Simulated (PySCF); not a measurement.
C2H8Hf, SMILES [CH3][HfH2][CH3], multiplicity 1.

Coordinates come from a r2SCAN-D4/def2-SVP optimisation. The spin state was assumed, not searched. The structure was generated by enumeration; whether it is a known compound was not checked. The def2 effective core potentials stand for the cores of Hf; spin–orbit coupling is left out.

The numbers are results of TDA-PBE/def2-SVPD (PySCF), not measurements.

Vertical excitations.  State labels are in the subgroup C2v.

Question: List the lowest excited states. (The exact figures need the calculation; the answer reports its results.)

Answer: 
```tsv
state	symmetry	energy (eV)	λ (nm)	f	main pairs
S1	B1	4.32	287	0.003	HOMO−1→LUMO 91 %
S2	B2	4.34	286	0.000	HOMO→LUMO 91 %
S3	A2	4.47	277	0.000	HOMO−2→LUMO+1 100 %
S4	A1	4.51	275	0.003	HOMO−2→LUMO 98 %
S5	B2	4.61	269	0.000	HOMO−1→LUMO+1 91 %
S6	B1	4.67	266	0.007	HOMO→LUMO+1 91 %
S7	B2	5.22	238	0.002	HOMO−2→LUMO+2 65 %, HOMO→LUMO+3 35 %
S8	A2	5.22	237	0.000	HOMO−1→LUMO+2 83 %, HOMO→LUMO+4 16 %
S9	B1	5.30	234	0.002	HOMO−1→LUMO+3 62 %, HOMO−2→LUMO+4 38 %
S10	A2	5.35	232	0.000	HOMO→LUMO+4 76 %, HOMO−1→LUMO+2 13 %
T1	B2	3.97	312	0	HOMO→LUMO 99 %
T2	A1	4.05	306	0	HOMO−2→LUMO 98 %
T3	B1	4.10	303	0	HOMO−1→LUMO 98 %
T4	B1	4.15	298	0	HOMO→LUMO+1 98 %
```
Triplets are in the Tamm–Dancoff approximation.
